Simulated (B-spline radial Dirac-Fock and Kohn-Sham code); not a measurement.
These are calculated numbers from an atomic code on a B-spline grid; the model is Dirac-Fock (average of configuration) total-energy differences with a finite nucleus, the Breit interaction including its frequency dependence, and self-energy and vacuum-polarisation corrections. The model has no electron correlation.

**Question.** An atom or ion in its tabulated ground configuration has these computed binding energies (the last is its least bound level). Which is it?

| level | binding energy (eV) |
| --- | --- |
| 2s | 8303.7 |
| 2p1/2 | 7874.0 |
| 2p3/2 | 7278.3 |
| 3s | 2280.3 |
| 4s | 853.7 |
| 4p1/2 | 777.1 |
| 4d | 621.1 |

**Answer.** Sm²⁰⁺: Z = 62 with 42 electrons, [Kr] 4d6.
